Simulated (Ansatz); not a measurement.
Abridged output of a molecular run in Ansatz:

```
Functional definition: HF
1541 factors; integrals over basis functions are off by at most 1.1e-3 eV
mean field evaluation 1: about -23279.2183 eV, gradient 3.9e1 eV
mean field evaluation 2: about -23279.4781 eV, gradient 4.0e1 eV
mean field evaluation 4: about -23282.9131 eV, gradient 4.3e0 eV
mean field evaluation 8: about -23282.9780 eV, gradient 2.4e-1 eV
mean field -23282.97829074 eV, -855.6336704153 hartree, gradient 2.3e-6 eV, S^2 0.000000; 0 other end points of the search recorded, 0 dependent functions left out
13 core orbitals not correlated: weight in the atoms' cores, before any rotation towards them, 1.000 or more for the frozen orbitals, at most 0.000 for the correlated occupied ones
reference -23282.97829074 eV, -855.6336704153 hartree; 15, 15 occupied and 233, 233 virtual orbitals, 1541 factors
second order -23.21359840 eV of doubles, -0.00000000 eV of singles
cycle   1  -23.86701646 eV  change   -6.5e-1 eV  update   1.0e-1
cycle   2  -24.43609687 eV  change   -5.7e-1 eV  update   3.0e-2
cycle   3  -24.56639689 eV  change   -1.3e-1 eV  update   1.6e-2
cycle   4  -24.55625257 eV  change    1.0e-2 eV  update   3.8e-3
cycle   5  -24.55494922 eV  change    1.3e-3 eV  update   1.9e-3
cycle   6  -24.55567289 eV  change   -7.2e-4 eV  update   5.7e-4
cycle   7  -24.55545748 eV  change    2.2e-4 eV  update   2.4e-4
cycle   8  -24.55540719 eV  change    5.0e-5 eV  update   7.3e-5
cycle   9  -24.55543337 eV  change   -2.6e-5 eV  update   2.8e-5
perturbative correction -0.96409626 eV, -0.0354298842 hartree
Total energy: -23308.49782037 eV, -856.5714958315 hartree
```

Its atoms:

```xyz
11

C    -1.4077   -1.3328   -0.1232
O    -0.2658   -1.0420   -0.8684
Al    0.9313    0.1429   -0.8154
C     0.7819    1.6058    0.4740
Cl    1.8322    0.5275    1.5421
H    -1.6929   -0.5171    0.5548
H    -2.2536   -1.5228   -0.7923
H    -1.2510   -2.2313    0.4838
H     2.1244    0.0549   -1.8335
H     1.3357    2.5328    0.3457
H    -0.1346    1.7823    1.0324
```

(1) Which basis set was used?
A. def2-TZVPP
B. cc-pV(Q+d)Z
C. def2-SVPD
D. cc-pV(D+d)Z

(2) Write the keys of the input that set method, charge and spin (a neutral closed shell needs none for the last two).

Answers

(1) A. It gives 261 functions.

(2) 
```yaml
correlation: {method: ccsd_t}
```
